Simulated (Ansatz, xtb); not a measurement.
**C6H6O2: which of two structures lies lower**

Structure a is a singlet given by its coordinates and structure b is `CC(=O)/C=C\C=C=O`, a singlet. Both are isolated molecules in the gas phase, relaxed with B3LYP/def2-SVP; the shapes shown needn't be the lowest conformers.

a (Å):

```xyz
14

C     1.2692    0.5694    2.0107
C     0.6522    0.1048    0.7323
C     1.2994   -0.0976   -0.4500
C     0.5384   -0.5481   -1.5758
C    -0.8017   -0.7693   -1.4691
C    -1.5000   -0.5562   -0.2134
O    -0.6714   -0.1118    0.8436
O    -2.6670   -0.7095    0.0240
H     0.7911    1.5045    2.3460
H     1.1060   -0.1772    2.8053
H     2.3474    0.7388    1.8920
H     2.3714    0.0827   -0.5244
H     1.0442   -0.7153   -2.5310
H    -1.4120   -1.1121   -2.3053
```

Close contacts (Å): C1–C2 1.49, C2–C3 1.36, C2–O7 1.35, C3–C4 1.43, C4–C5 1.36, C5–C6 1.45, C6–O7 1.41, C6–O8 1.20, C1–H9 1.10, C1–H10 1.10, C1–H11 1.10, C3–H12 1.09, C4–H13 1.09, C5–H14 1.09.

b (Å):

```yaml
atoms:
  - { symbol: C, position_ang: [1.9044, -0.0931, 1.1113] }
  - { symbol: C, position_ang: [0.6650, -0.5300, 0.3495] }
  - { symbol: C, position_ang: [0.8061, -0.6358, -1.1151] }
  - { symbol: C, position_ang: [-0.1839, -1.0105, -1.9707] }
  - { symbol: C, position_ang: [-1.5293, -1.3656, -1.5897] }
  - { symbol: C, position_ang: [-2.4745, -1.7280, -2.4536] }
  - { symbol: O, position_ang: [-0.3784, -0.7747, 0.9438] }
  - { symbol: O, position_ang: [-3.3178, -2.0474, -3.1836] }
  - { symbol: H, position_ang: [1.6805, -0.0452, 2.1848] }
  - { symbol: H, position_ang: [2.7329, -0.8003, 0.9367] }
  - { symbol: H, position_ang: [2.2461, 0.8948, 0.7588] }
  - { symbol: H, position_ang: [1.7839, -0.3932, -1.5393] }
  - { symbol: H, position_ang: [0.0550, -1.0482, -3.0388] }
  - { symbol: H, position_ang: [-1.7946, -1.3352, -0.5255] }
```

Quicker runs give these differences E(b) − E(a): GFN2-xTB +34.9 kcal/mol; HF/STO-3G +51.0 kcal/mol (at GFN2-xTB geometries); r2SCAN-D4/def2-SVP +25.3 kcal/mol (at GFN2-xTB geometries).

Estimate E(b) − E(a) at the level CCSD(T)/def2-SVP + ΔMP2/def2-TZVPP.

Calculated at CCSD(T)/def2-SVP + ΔMP2/def2-TZVPP: E(b) − E(a) = +25.5 kcal/mol, so structure a lies lower.

Level by level:

```
                             level        geometry  E(b) − E(a) (kcal/mol)  departure from the last row (kcal/mol)  job, with rough time for the two
                          GFN2-xTB        GFN2-xTB                     +34.9                                    +9.3                 optimisation, 1 s
                         HF/STO-3G        GFN2-xTB                     +51.0                                   +25.5               single point, 1.9 s
                r2SCAN-D4/def2-SVP        GFN2-xTB                     +25.3                                    −0.3                single point, 11 s
                    B3LYP/def2-SVP  B3LYP/def2-SVP                     +24.0                                    −1.6             optimisation, 5.4 min
                       HF/def2-SVP  B3LYP/def2-SVP                     +24.8                                    −0.7           part of the CCSD(T) run
                      MP2/def2-SVP  B3LYP/def2-SVP                     +23.9                                    −1.6           part of the CCSD(T) run
                  CCSD(T)/def2-SVP  B3LYP/def2-SVP                     +23.8                                    −1.7                      single point
CCSD(T)/def2-SVP + ΔMP2/def2-TZVPP  B3LYP/def2-SVP                     +25.5                                                       single point, 5 min
```

The levels shown agree on the order. The largest departure from CCSD(T)/def2-SVP + ΔMP2/def2-TZVPP is that of HF/STO-3G, 25.5 kcal/mol. The last row adds to CCSD(T) the change of the MP2 difference between the two basis sets, here +1.7 kcal/mol.

With thermal terms from frequencies at re-optimised GFN2-xTB minima (ideal gas, soft modes damped towards free rotors, one conformer each, 298.15 K, 1 atm): on the last row, ΔE + ΔZPE = +23.6, ΔH = +24.5, ΔG = +22.4 kcal/mol.

The correlated steps freeze 8 core orbitals. Programs: Ansatz 0.2.0, xtb 6.7.1; the last row on 2 threads of Intel(R) Xeon(R) Processor @ 2.50GHz (Skylake/Cascade Lake) on a shared host.
